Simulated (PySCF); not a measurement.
Bond curve of SnBr

Set-up: Sn cc-pVTZ-PP with ECP28, Br cc-pVTZ-PP with ECP10; scalar-relativistic core potentials (PySCF 2.14). Energies in eV from Sn + Br in their ground configurations at the same level. All curves are PBE0. state 1: ²Π (doublet), unpaired electrons π ↑; state 2: ⁴Σ⁻ (quartet), unpaired electrons σ ↑, π ↑↑, a second solution, started from another occupation.

| R (Å) | state 1 | state 2 |
| --- | --- | --- |
| 2.173 | -2.488 | 0.5998 |
| 2.274 | -3.073 | 0.0612 |
| 2.375 | -3.385 | -0.2260 |
| 2.451 | -3.491 | -0.3311 |
| 2.527 | -3.518 | -0.3730 |
| 2.603 | -3.486 | -0.3730 |
| 2.704 | -3.379 | -0.3351 |
| 2.830 | -3.176 | -0.2622 |
| 2.982 | -2.877 | -0.1742 |
| 3.184 | -2.449 | -0.0855 |

Put a parabola through the three lowest points of the state 1 curve and estimate Re, k and ωe (reduced mass 47.59 u; 1 eV/Å² = 0.16022 mdyn/Å; ωe = 1302.8·√(k/μ) cm⁻¹).

Through R = 2.451, 2.527, 2.603 Å the second-order coefficient is 5.11 eV/Å², so Re ≈ 2.524 Å, k ≈ 1.64 mdyn/Å and ωe ≈ 242 cm⁻¹. A polynomial fit of higher order to the unrounded PBE0 energies gives Re = 2.520 Å, k = 1.68 mdyn/Å, ωe = 245 cm⁻¹; anharmonicity and rounding make the difference.

The higher-order fit for each curve: state 1: Re = 2.520 Å, ωe = 245 cm⁻¹, De = 3.52 eV; state 2: Re = 2.563 Å, ωe = 181 cm⁻¹, minimum 0.377 eV below the ground-state fragments.

Spin–orbit coupling is left out, which matters for elements this heavy, above all for dissociation energies. Counting both spins, an empty level lies below a filled one in some of these solutions, because spin and occupation are held. The state is the lowest determinant that a PBE0 search found; another state may lie lower at other levels.
